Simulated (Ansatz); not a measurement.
Ansatz (a quantum-chemistry and plane-wave program) input:

Ansatz 0.2 input:
```yaml
crystal:
  periodic: [false, false, false]
  atoms:
    - {symbol: Si, position_ang: [0.54307611, 0.14493615, -0.82357232]}
    - {symbol: C, position_ang: [2.16110118, -0.86103252, -0.45415557]}
    - {symbol: Cl, position_ang: [0.98120317, 1.72428790, 0.79538680]}
    - {symbol: N, position_ang: [-0.57842585, -0.92310662, 0.11708641]}
    - {symbol: Si, position_ang: [-2.27679717, -0.89084504, 0.01241170]}
    - {symbol: H, position_ang: [2.15214129, -1.78795760, -1.03999517]}
    - {symbol: H, position_ang: [3.04918484, -0.28867184, -0.73650258]}
    - {symbol: H, position_ang: [2.25218837, -1.12102747, 0.60769107]}
    - {symbol: H, position_ang: [-0.20528742, -1.30415095, 0.98167704]}
    - {symbol: H, position_ang: [-2.98306123, 0.26570626, 0.64865943]}
    - {symbol: H, position_ang: [-2.85902468, -2.09843265, 0.68117784]}
    - {symbol: H, position_ang: [-2.73212608, -0.90769406, -1.40270570]}
basis:
  gaussian:
    orbitals: def2-TZVPD
hamiltonian:
  xc: {name: B2GP-PLYP}
total_charge: -1
magnetization: {spin_polarized: false}
correlation: {electrons: outside_noble_gas}
```

### Question
Which total energy does the run end on?

### Answer
-1135.84920 Eh (B2GP-PLYP/def2-TZVPD). The basis has 269 functions.

It need not be the lowest isomer of its formula. Whether it binds its extra electron was not tested at this geometry.
